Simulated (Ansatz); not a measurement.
`[F][Ga]([SH])[Cl]` + H₂ → `[F][GaH][Cl]` + H₂S at 400 K and 1 bar (hydrogenolysis of a Ga–S bond).

Calculated with Ansatz (gas phase, PBE0-D4/def2-TZVP geometries, no zero-point term in ΔE). CCSD(T)/CBS is the MP2 limit (def2-TZVPP, def2-QZVPP) plus CCSD(T) − MP2 in def2-TZVPP, frozen cores. This one scheme is used for every species. For Ga outer-core shells are correlated without core-valence functions, which leaves a few kJ/mol of doubt a bond. Scalar relativity is left out up to krypton. Each species was taken in one conformer, which may not be the lowest.

```tsv
species	CCSD(T)/CBS energy (Eh)	H − E (kJ/mol)	S (J/(mol·K))
`[F][Ga]([SH])[Cl]`	-2882.02312	61.1	364.6
H₂	-1.17544	38.0	139.0
`[F][GaH][Cl]`	-2484.20089	46.6	313.4
H₂S	-398.97279	53.4	215.9
```

H − E and S are ideal-gas, rigid-rotor, harmonic terms from PBE0-D4/def2-TZVP, for one conformer and one mirror image of each species. The MP2-based limit puts H₂ 0.8 mEh under its directly extrapolated value; such offsets cancel only in part. 1 Eh = 2625.50 kJ/mol, R = 8.31446 J/(mol·K).

Problem. By hand: ΔE, ΔH, ΔS and ΔG.

Solution. ΔE = (-2484.20089) + (-398.97279) − (-2882.02312) − (-1.17544) = 0.02488 Eh = 65.3 kJ/mol. Δ(H − E) = 46.6 + 53.4 − 61.1 − 38.0 = 0.9, so ΔH = 66.2 kJ/mol. ΔS = 313.4 + 215.9 − 364.6 − 139.0 = 25.7 J/(mol·K). ΔG = 66.2 − 400 × (25.7)/1000 = 55.9 kJ/mol.

Problem. By hand: the equilibrium constant, and the temperature at which ΔG would vanish if ΔH and ΔS stayed fixed.

Solution. log₁₀ K = −ΔG/(RT ln 10) = -7.3. ΔG = 0 at ΔH/ΔS = 2576 K, far beyond where these terms or the molecules hold.

ΔH outweighs TΔS. A doubt of 5 kJ/mol in ΔE shifts log₁₀ K by 0.7 here. Other conformers and mirror images would add mixing entropy, several J/(mol·K) or more a flexible species. These are equilibria of isolated gas molecules and say nothing of rates. Largest T1 diagnostic: 0.013 (customary marks: 0.02 for closed shells, 0.045 for open ones).
